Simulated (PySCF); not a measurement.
Vertical excitations of a molecule C4H7NO from TDDFT-PBE/def2-SVPD (PySCF 2.14.0), as energy in eV (oscillator strength): 2.99 (0.000), 3.64 (0.000), 5.67 (0.244), 5.71 (0.010), 5.73 (0.001), 6.37 (0.000), 6.39 (0.000), 6.54 (0.001), 6.76 (0.011), 6.89 (0.000). Lowest triplet (TDA): 2.47 eV. Coordinates come from a ωB97X-D3(BJ)/def2-SVP optimisation. One conformer was computed; it need not be the lowest.

**Question.** Which structure fits?
A. C/N=C(\C)C=O
B. CC1=NCCO1
C. C[C@@H]1CN=CO1
D. C[C@@H]1COC=N1

**Answer.** A, C/N=C(\C)C=O
